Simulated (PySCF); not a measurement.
Successive ionisation energies of strontium

Calculated with PySCF 2.14, two-component X2C-1e (Gaussian nucleus, no Breit or QED terms), each ion in its own even-tempered basis; GMP2 freezes the deep shells of the larger ions and drops the highest virtual spinors; eV.

```
  ion  configuration  GHF (spin-free)  GHF (screened spin-orbit)  GMP2 (screened spin-orbit)            NIST            kind
Sr²²⁺   [Ne] 3s2 3p4           1035.9                     1038.5                      1039.2      1038 ± 1.5  semi-empirical
Sr²³⁺   [Ne] 3s2 3p3           1104.6                     1095.7                      1095.6        1105 ± 4  semi-empirical
Sr²⁴⁺   [Ne] 3s2 3p2           1156.5                     1160.9                      1162.7        1165 ± 3  semi-empirical
Sr²⁵⁺   [Ne] 3s2 3p1           1209.7                     1220.7                      1221.1        1211 ± 6  semi-empirical
Sr²⁶⁺       [Ne] 3s2           1328.2                     1328.2                      1331.2    1333.4 ± 1.9  semi-empirical
Sr²⁷⁺       [Ne] 3s1           1386.6                     1386.6                      1387.3  1387.19 ± 0.05  semi-empirical
Sr²⁸⁺           [Ne]           3365.0                     3341.9                      3343.3    3344.7 ± 1.9  semi-empirical
Sr²⁹⁺   [He] 2s2 2p5           3513.3                     3494.5                      3496.0        3497 ± 6  semi-empirical
Sr³⁰⁺   [He] 2s2 2p4           3664.1                     3664.1                      3664.0        3664 ± 8  semi-empirical
Sr³¹⁺   [He] 2s2 2p3           3868.5                     3827.8                      3826.9       3830 ± 30  semi-empirical
Sr³²⁺   [He] 2s2 2p2           4025.5                     4059.9                      4062.3        4053 ± 4  semi-empirical
Sr³³⁺   [He] 2s2 2p1           4185.4                     4239.6                      4238.4        4232 ± 3  semi-empirical
```

Problem. Where is the largest relative jump?

Solution. From Sr²⁷⁺ to Sr²⁸⁺: 1387.3 to 3343.3 eV, where the electron removed from [Ne] comes from a deeper shell or subshell.
